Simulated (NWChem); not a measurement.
System: CH5ClFNSi; SMILES NC[Si@H](F)Cl

NWChem input:

```
start job
memory heap 200 mb stack 900 mb global 1100 mb
geometry units angstroms
  N     -2.619605     0.147159     0.801990
  C     -1.553830    -0.623896     0.162990
  Si     0.202854     0.093537     0.401775
  F      0.096719     1.642180    -0.047653
  Cl     1.573063    -0.776630    -0.769764
  H     -2.477305     0.187275     1.805216
  H     -2.615370     1.100780     0.456225
  H     -1.800711    -0.680213    -0.902298
  H     -1.621571    -1.644897     0.545849
  H      0.627638     0.184057     1.786569
end
basis spherical
  * library 6-31g*
end
dft
  xc b3lyp
  iterations 150
end
driver
  maxiter 120
end
task dft optimize
task dft freq
```

The level has its own optimisation; frequencies are unscaled.

Problem. What results follow from this input? (B3LYP/6-31G* (spherical d).) Quantities: r C–N (Å); r H–N (Å); r C–Si (Å); r C–H (Å); highest harmonic frequency (cm⁻¹); lowest (cm⁻¹); zero-point energy (kcal/mol); dipole (D).

Solution. 
```yaml
r C–N (Å): 1.478
r H–N (Å): 1.019
r C–Si (Å): 1.881
r C–H (Å): 1.097
highest harmonic frequency (cm⁻¹): 3563
lowest (cm⁻¹): 72
zero-point energy (kcal/mol): 43.3
dipole (D): 1.77
```
